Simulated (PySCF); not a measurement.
An unknown shows these calculated signals:

¹H NMR (300 MHz, computed): δ 8.64 (m, 1H), 8.49 (m, 1H), 8.37 (m, 1H), 8.07 (m, 1H), 7.21 (d, 1H), 6.70 (m, 1H), 6.39 (m, 1H), 6.38 (br, 1H), 5.77 (m, 1H).

¹³C{¹H} NMR (computed): δ 162.8 (CH), 160.8 (CH), 154.8 (CH), 149.6 (CH), 149.2 (C), 148.9 (CH), 145.2 (CH), 123.2 (CH2).

PySCF 2.14 calculation with coordinates at the PBE0-D3(BJ)/def2-SVP level and σ from GIAO-PBE0/pcSseg-1; relativity neglected, a single conformation, no solvent model.

δ = σ(ref) − σ, references computed at the same level: ¹H, ¹³C vs TMS.

Which of these does the molecule contain: a vinyl group CH=CH2, an NH or NH2 group, an S-methyl group, a C≡C triple bond, a non-aromatic C=C double bond?

## Answers


- A vinyl group CH=CH2: yes (δC 123.2, 149.6; δH 6.39 (m), 5.77 (m), 6.70 (m)).
- An NH or NH2 group: no.
- An S-methyl group: no.
- A C≡C triple bond: no.
- A non-aromatic C=C double bond: yes.

The data belong to SMILES C=CC1=CC=CBC=C1, C8H9B; they needn't prove each group on their own.

Carbon signals by region: 2 in the far downfield region (above 160 ppm), 6 in the sp2 and nitrile region (100–160 ppm). Above 160 ppm: 162.8, alkene CH, 160.8, alkene CH.

Hydrogens on boron are broadened and split by ¹¹B (spin 3/2, 80 %) and 10B (spin 3). A carbon bonded to boron is broadened by the quadrupolar boron nucleus and is often missing from a measured spectrum. Shifts are as computed. Against solution values, carbons near 30 ppm lie about +2 ppm off and those near 130 ppm about +5 ppm. Of 1309 compounds with measured shifts, 239 miss one by over three times the rms of a fit or turn the order of signals round; such compounds aren't used in these exercises. No couplings were computed; multiplicities are counted from neighbouring protons, with m where these are inequivalent, close in shift, in a saturated or five-membered ring or joined by F or P, and br s for small geminal =CH2 splittings.
